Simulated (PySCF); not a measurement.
C₃H₇BO₃, SMILES O1B([C@@H](CC1)O)O.

Geometry: PBE-D3(BJ)/def2-SVP. The structure was generated by enumeration; whether it is a known compound was not checked. Other conformers were not sampled.

Computed with PBE-D3(BJ)/def2-SVP run with PySCF.

Harmonic, unscaled wavenumbers; measured fundamentals usually lie a few per cent lower.

```
mode  ν (cm⁻¹)  IR (km/mol)  moving atoms (share of kinetic energy)
----  --------  -----------  --------------------------------------
1          112          5.3                  O 57 %, C 24 %, H 19 %
2          169         19.7                          O 56 %, H 32 %
3          215          8.6                  H 40 %, O 37 %, C 20 %
4          241         67.1                          H 68 %, O 25 %
5          343          9.5          H 35 %, O 26 %, C 23 %, B 17 %
6          416         21.0                  O 36 %, C 30 %, H 27 %
7          503          1.0                  O 54 %, C 28 %, H 11 %
8          549         81.3                          H 79 %, O 13 %
9          618          6.3                  C 34 %, O 32 %, H 27 %
10         633         42.5           B 39 %, O 34 %, H 20 %, C 8 %
11         742          4.8          C 35 %, O 26 %, B 20 %, H 19 %
12         839          4.6                   H 59 %, C 30 %, O 8 %
13         910         93.3                  H 43 %, C 37 %, O 16 %
14         934         51.8                  H 53 %, C 30 %, O 12 %
15         965         25.3                          H 64 %, C 29 %
16        1023         33.4                  C 50 %, H 38 %, O 11 %
17        1050         13.5                  C 37 %, O 36 %, H 26 %
18        1100         89.0                  C 48 %, O 30 %, H 19 %
19        1136          4.2                          H 63 %, C 33 %
20        1185          2.1                          H 79 %, C 12 %
21        1201          7.6                          H 78 %, C 14 %
22        1229        142.3                  H 61 %, B 17 %, C 15 %
23        1248          5.3                          H 80 %, C 18 %
24        1309         21.2                          H 65 %, C 30 %
25        1321         21.6                          H 62 %, C 30 %
26        1380         31.5          H 40 %, B 29 %, C 20 %, O 11 %
27        1420          5.9                          H 87 %, C 10 %
28        1439         93.8                          H 66 %, B 21 %
29        1473        266.4                  B 51 %, H 28 %, O 17 %
30        2831         58.0                                  H 93 %
31        2960         50.3                                  H 94 %
32        2984         15.8                                  H 94 %
33        3033         27.3                           H 91 %, C 9 %
34        3046         24.4                          H 90 %, C 10 %
35        3708         28.8                                  H 94 %
36        3719         60.9                                  H 94 %
```
